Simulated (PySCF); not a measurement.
Numbering as in the mapped SMILES `[cH:1]1[cH:2][cH:3][c:4]2[c:5]([cH:6]1)[CH2:7][O:8][CH2:9]2`. Hydrogens are named by the atom that carries them.

- NMR shieldings at PBE/pcSseg-1/GIAO
- geometry: PBE0-D3(BJ)/def2-SVP
- run in PySCF
- single conformer, no solvent, non-relativistic Hamiltonian, rapidly exchanging positions averaged

Chemical shifts δ = σref − σ; $^{13}$C and $^{1}$H against TMS; $^{17}$O vs H2O, all at this level.

```
      atoms   nucleus  count  δ (ppm)
      C7/C9  $^{13}$C      2     80.2
H(C3)/H(C6)   $^{1}$H      2        ?
         O8  $^{17}$O      1     38.4
      C1/C2  $^{13}$C      2    130.2
      C4/C5  $^{13}$C      2    143.6
H(C7)/H(C9)   $^{1}$H      4     5.37
      C3/C6  $^{13}$C      2        ?
H(C1)/H(C2)   $^{1}$H      2     7.26
```

Question: Fill in the missing shifts.

Answer: 
- C3/C6: 123.3 ppm, aromatic CH
- H(C3)/H(C6): 7.20 ppm, hydrogen on an aromatic CH; aromatic region

Shifts are as computed. Against solution values, carbons near 30 ppm lie about +2 ppm off and those near 130 ppm about +2 ppm. Of 1211 compounds with measured shifts, 218 miss one by over three times the rms of a fit or turn the order of signals round; such compounds aren't used in these exercises. Experimental scales use liquid or dissolved standards, which lie at an offset from isolated H2O (liquid H2O: subtract about 36 ppm).
